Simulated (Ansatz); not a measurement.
`CC[SiH]` + dimethylamine → `CN(C)[SiH]` + ethane at 600 K and 1 bar (ligand exchange at the Si–C bond).

Program: Ansatz. Geometries: PBE0-D4/def2-TZVP. ΔE: electronic, gas phase. CBS: MP2 limit from def2 TZ/QZ plus the TZ coupled-cluster correction, frozen cores. This one scheme is used for every species.

```json
{"species": "`CC[SiH]`", "CCSD(T)/CBS energy (Eh)": "-368.72354", "H − E (kJ/mol)": "231.4", "S (J/(mol·K))": "358.5"}
{"species": "`CNC`", "CCSD(T)/CBS energy (Eh)": "-135.00321", "H − E (kJ/mol)": "284.6", "S (J/(mol·K))": "333.5"}
{"species": "`CN(C)[SiH]`", "CCSD(T)/CBS energy (Eh)": "-424.06348", "H − E (kJ/mol)": "289.9", "S (J/(mol·K))": "385.3"}
{"species": "`CC`", "CCSD(T)/CBS energy (Eh)": "-79.71954", "H − E (kJ/mol)": "228.8", "S (J/(mol·K))": "274.9"}
```

H − E and S are ideal-gas, rigid-rotor, harmonic terms from PBE0-D4/def2-TZVP, for one conformer and one mirror image of each species. 1 Eh = 2625.50 kJ/mol, R = 8.31446 J/(mol·K).

**Question.** By hand: ΔE, ΔH, ΔS and ΔG.

**Answer.** ΔE = (-424.06348) + (-79.71954) − (-368.72354) − (-135.00321) = -0.05627 Eh = -147.7 kJ/mol. Δ(H − E) = 289.9 + 228.8 − 231.4 − 284.6 = 2.7, so ΔH = -145.0 kJ/mol. ΔS = 385.3 + 274.9 − 358.5 − 333.5 = -31.8 J/(mol·K). ΔG = -145.0 − 600 × (-31.8)/1000 = -125.9 kJ/mol.

**Question.** By hand: the equilibrium constant, and the temperature at which ΔG would vanish if ΔH and ΔS stayed fixed.

**Answer.** log₁₀ K = −ΔG/(RT ln 10) = 11.0. ΔG = 0 at ΔH/ΔS = 4560 K, far beyond where these terms or the molecules hold.

ΔH outweighs TΔS. A doubt of 5 kJ/mol in ΔE shifts log₁₀ K by 0.4 here. Other conformers and mirror images would add mixing entropy, several J/(mol·K) or more a flexible species. These are equilibria of isolated gas molecules and say nothing of rates. Largest T1 diagnostic: 0.015 (customary marks: 0.02 for closed shells, 0.045 for open ones).
